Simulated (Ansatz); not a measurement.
FH2IOSi, SMILES `O[SiH](F)I`, relaxed with RKS PBE-D4/def2-SVP in Ansatz from a rough embedded geometry. The force threshold is 0.03 eV/Å; the program also tests the step.

Charge 0, multiplicity 1. I takes the def2 core potential.

Start:

```xyz
6

O     1.109   -0.567    0.393
Si   -0.297    0.170    0.193
F     0.018    1.608   -0.426
I    -1.638   -1.123   -1.365
H     1.808   -0.385   -0.295
H    -1.001    0.298    1.500
```

(1) How much energy does the relaxation release, and in how many steps? (Estimate.)

(2) Which bonds change most? (An estimate is asked.)

(3) Give the relaxed structure. (An estimate is asked.)

Results:

(1) Ansatz gave: 15.37 kJ/mol, in 10 steps, 2 of them rejected.

(2) Computed: O1–Si2 from 1.600 to 1.655 Å; Si2–F3 from 1.597 to 1.631 Å; Si2–I4 from 2.428 to 2.457 Å; O1–H5 from 0.997 to 0.974 Å.

(3) Computed: 
```xyz
6

O     1.223   -0.417    0.478
Si   -0.283    0.210    0.196
F    -0.181    1.719   -0.415
I    -1.523   -1.123   -1.455
H     1.761   -0.645   -0.301
H    -0.997    0.255    1.498
```
